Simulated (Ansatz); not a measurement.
C2H6IIn, SMILES [CH3][In]([I])[CH3].

Geometry optimised at PBE-D3(BJ)/def2-SVP. The structure was generated by enumeration; whether it is a known compound was not checked. The def2 effective core potentials stand for the cores of I, In; spin–orbit coupling is left out.

Two levels are set side by side: PBE/def2-SVPD (Ansatz, an electronic-structure program) and CAM-B3LYP/def2-SVPD (Ansatz). Energy differences of separate SCF runs at the same geometry; the states with an electron removed or added have multiplicity 2 and 2. Differences are taken from unrounded values.

```tsv
quantity	CAM-B3LYP
vertical ionisation energy (eV)	9.00
vertical singlet–triplet gap (eV)	4.58
```

Q: What does PBE give, and how far is it from CAM-B3LYP? (The exact figures need the calculation; the answer reports its results.)

A: 
```tsv
quantity	PBE	PBE minus CAM-B3LYP
vertical ionisation energy (eV)	8.56	-0.44
vertical singlet–triplet gap (eV)	4.00	-0.58
```
